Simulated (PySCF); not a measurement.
N-methyl-N-silylmethanamine (C2H9NSi), SMILES [SiH3]N(C)C. Geometry: B3LYP-D3(BJ)/def2-SVP.

Q: Give the equilibrium geometry at B3LYP-D3(BJ)/def2-SVP (PySCF confirms it by a frequency run) as bond lengths and angles, and its point group. (Estimate from the structure and the level; the computed values follow.)

A: point group Cs.
Atoms: Si1 N2 C3 H4 H5 H6 C7 H8 H9 H10 H11 H12 H13. Bonded distances (Å): Si1–N2 1.739, Si1–H11 1.503, Si1–H12 1.492, Si1–H13 1.492, N2–C3 1.449, N2–C7 1.449, C3–H4 1.101, C3–H5 1.107, C3–H6 1.111, C7–H8 1.107, C7–H9 1.101, C7–H10 1.111. Angles (°): N2–Si1–H11 115.5, N2–Si1–H12 108.0, N2–Si1–H13 108.0, H11–Si1–H12 107.2, H11–Si1–H13 107.2, H12–Si1–H13 111.0, Si1–N2–C3 121.2, Si1–N2–C7 121.2, C3–N2–C7 114.0, N2–C3–H4 110.7, N2–C3–H5 110.7, N2–C3–H6 113.0, H4–C3–H5 107.5, H4–C3–H6 107.6, H5–C3–H6 107.1, N2–C7–H8 110.7, N2–C7–H9 110.7, N2–C7–H10 113.0, H8–C7–H9 107.5, H8–C7–H10 107.1, H9–C7–H10 107.6.
